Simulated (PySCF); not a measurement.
**A survey of 29Si NMR shifts**

PySCF 2.14.0 with density-fitted response routines calculation with shieldings: GIAO PBE0/pcSseg-1 and GFN2-xTB structure; gas phase, a single conformation, fast rotation and ring inversion assumed for equivalent nuclei, relativity neglected.

Shieldings were converted by a linear fit to measured shifts: 29Si (scatter 8.9 ppm rms, 25.8 ppm with the 6 outliers that the fit left out vs TMS, solution or neat liquid). Occasional misses reach two or three times the rms, and more in compound classes unlike the fitted ones.

(1) Give the 29Si shifts of `CS[Si](N)([SiH2]C#N)[SiH2]C#N`, `[H]/N=C\[C@@H]1CCN([SiH3])C1`, `[SiH3]NN=C1CCCC1`.

(2) Order these by 29Si shift, lowest first.
A. S[SiH2]Cl
B. CC[C@H](C)p1[pH]p1[SiH3]
C. C=CCN([SiH3])/N=C/C

Results:

(1) 
```csv
compound,environment,δ (ppm)
[CH3:1][S:2][Si:3]([NH2:4])([SiH2:5][C:6]#[N:7])[SiH2:8][C:9]#[N:10],"Si3: silicon bonded to N, S, 2 Si",-6.3
[CH3:1][S:2][Si:3]([NH2:4])([SiH2:5][C:6]#[N:7])[SiH2:8][C:9]#[N:10],"Si5/8: silicon bonded to C, Si, 2 H (×2)",-98.0
[H]/N=C\[C@@H]1CCN([SiH3])C1,"silicon bonded to N, 3 H",-55.0
[SiH3]NN=C1CCCC1,"silicon bonded to N, 3 H",-55.2
```

(2) C (-63.1 ppm, silicon bonded to N, 3 H), B (-53.1 ppm, silicon bonded to P, 3 H), A (-12.9 ppm, silicon bonded to Cl, S, 2 H).
